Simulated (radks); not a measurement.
Question: The cobalt ion Co+, 26 electrons, occupied as [Ar] 3d6 4s2 (not the ground configuration). Calculated with a radial shooting solver on a logarithmic mesh with Libxc functionals: Dirac Kohn-Sham, PBE, spin-unpolarised, spherical densities, finite nucleus; open shells are shared between the two j in proportion to 2j + 1; Fermi nuclear charge, rms radius 3.7875 fm. Some entries of the table are withheld. Estimate them.

| orbital | occ. | eigenvalue (eV) | <r^2> (bohr^2) |
|---|---|---|---|
| 1s1/2 | 2 | -7607.184 | 0.004247 |
| 2s1/2 | 2 | (1) | 0.07698 |
| 2p1/2 | 2 | (2) | 0.06109 |
| 2p3/2 | 4 | (3) | 0.06268 |
| 3s1/2 | 2 | -117.9739 | 0.6816 |
| 3p1/2 | 2 | -82.2943 | (4) |
| 3p3/2 | 4 | -80.4037 | (5) |
| 3d3/2 | 2.4 | -22.9150 | 1.220 |
| 3d5/2 | 3.6 | -22.7010 | 1.232 |
| 4s1/2 | 2 | -14.5267 | 7.054 |

Answer: 
(1) 2s1/2 eigenvalue (eV): -915.2922
(2) 2p1/2 eigenvalue (eV): -796.1150
(3) 2p3/2 eigenvalue (eV): -781.2981
(4) 3p1/2 <r^2> (bohr^2): 0.7553
(5) 3p3/2 <r^2> (bohr^2): 0.7728
